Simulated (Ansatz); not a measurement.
The cluster La7⁺, 7 atoms. Hardware: 4 threads of Intel Xeon Platinum 8259CL on a shared host.

In the def2 sets La takes a core potential; there is no spin–orbit coupling. Correlated methods freeze no core orbitals; core or outer-core shells of La are correlated, in sets that lack core-valence functions.

Task: How many basis functions does each of these Ansatz runs have, and roughly what does it cost? PBE0-D4/def2-TZVP, charge 1 singlet, energy, from earlier orbitals; PBE0-D4/def2-SVP, charge 1 singlet, energy, from earlier orbitals; PBE-D4/def2-SVP, charge 1 singlet, relaxation, 55 steps; BHLYP-D4/def2-TZVP, charge 1 singlet, energy and forces, from earlier orbitals; PBE0-D4/def2-TZVP, charge 1 triplet, energy, from earlier orbitals; BHLYP-D4/def2-TZVP, charge 1 triplet, energy, from earlier orbitals; MP2/def2-TZVP, charge 1 singlet, energy, from earlier orbitals; PBE-D4/def2-SVP, charge 1 singlet, energy, from earlier orbitals; B97M-V/def2-TZVP, charge 1 singlet, energy, from earlier orbitals; RPA@PBE/def2-TZVP, charge 1 singlet, energy, from earlier orbitals; PBE-D4/def2-TZVP, charge 1 singlet, energy, from earlier orbitals; PBE-D4/def2-SVP, charge 1 triplet, relaxation, 4 steps.

Result: Other jobs shared the machine, so times can vary by a factor of up to 3. A dash marks memory too small to be measured apart from the calling script's.

```
                                                                           run  functions  fitting or Cholesky vectors  wall time  peak host memory (GiB)
             PBE-D4/def2-TZVP, charge 1 singlet, energy, from earlier orbitals        280                         2226       18 s                    0.71
              PBE-D4/def2-SVP, charge 1 singlet, energy, from earlier orbitals        224                         1736       19 s                       –
             PBE0-D4/def2-SVP, charge 1 singlet, energy, from earlier orbitals        224                         2261       27 s                     1.1
            PBE0-D4/def2-TZVP, charge 1 singlet, energy, from earlier orbitals        280                         2478       64 s                       2
BHLYP-D4/def2-TZVP, charge 1 singlet, energy and forces, from earlier orbitals        280                         2478       77 s                     1.5
             B97M-V/def2-TZVP, charge 1 singlet, energy, from earlier orbitals        280                         2226       78 s                     1.2
                MP2/def2-TZVP, charge 1 singlet, energy, from earlier orbitals        280                         2478       90 s                     1.7
                        PBE-D4/def2-SVP, charge 1 triplet, relaxation, 4 steps        224                         1736    1.9 min                    0.88
            RPA@PBE/def2-TZVP, charge 1 singlet, energy, from earlier orbitals        280                         2478    2.3 min                     1.8
           BHLYP-D4/def2-TZVP, charge 1 triplet, energy, from earlier orbitals        280                         2821    3.8 min                     2.9
            PBE0-D4/def2-TZVP, charge 1 triplet, energy, from earlier orbitals        280                         2478    3.8 min                     2.7
                       PBE-D4/def2-SVP, charge 1 singlet, relaxation, 55 steps        224                         1736    9.8 min                       –
```
